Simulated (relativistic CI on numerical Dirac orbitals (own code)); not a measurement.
Method of calculation: Dirac-Coulomb-Breit CI, orbitals from a KLI potential per configuration, a model potential for QED, unscaled Slater integrals (own radial code, finite nucleus).

Configuration list (outside the closed core 1s2): 2s², 2s2p, 2p², 2p3s, 2p3p, 2s3s, 2s3p, 2s3d, 2s4s, 2s4p, 2s4d, 2s4f, 2s5s, 3s², 2s5p, 2s5d, 2s5f, 2s5g, 3s3p, 3p². Levels of other configurations are missing.

At this charge energies of transitions that change n are usually good to better than 1 %, and those within a shell (Δn = 0) to a few per cent.

Outline of the computed level scheme of Zr XXXVII. Lowest level of each configuration: 2s² ¹S0 at 0.00 eV; 2s2p ³P°0 at 71.06 eV; 2p² ³P0 at 204.44 eV; 2s3s ³S1 at 2814.57 eV; 2s3p ³P°0 at 2849.74 eV; 2s3d ³D1 at 2894.89 eV; 2p3s ³P°0 at 2905.23 eV; 2p3p ³D1 at 2928.50 eV; 2s4s ³S1 at 3783.51 eV.

Some strong electric-dipole decays among the lowest 36 levels: 2s3d ³D3 → 2s2p ³P°2 (1.4e+14 s⁻¹); 2s3d ³D2 → 2s2p ³P°1 (1.1e+14 s⁻¹); 2s3d ¹D2 → 2s2p ¹P°1 (1.1e+14 s⁻¹); 2s3d ³D1 → 2s2p ³P°0 (9.0e+13 s⁻¹); 2s3d ³D1 → 2s2p ³P°1 (6.1e+13 s⁻¹); 2s3p ¹P°1 → 2s² ¹S0 (4.9e+13 s⁻¹); 2p3p ³P0 → 2s2p ³P°1 (4.8e+13 s⁻¹); 2p3p ¹S0 → 2s2p ¹P°1 (4.6e+13 s⁻¹).

LS names give the leading component of a level, which can be under half, so a name can repeat, a term be missing and a line seem to break the LS rules.
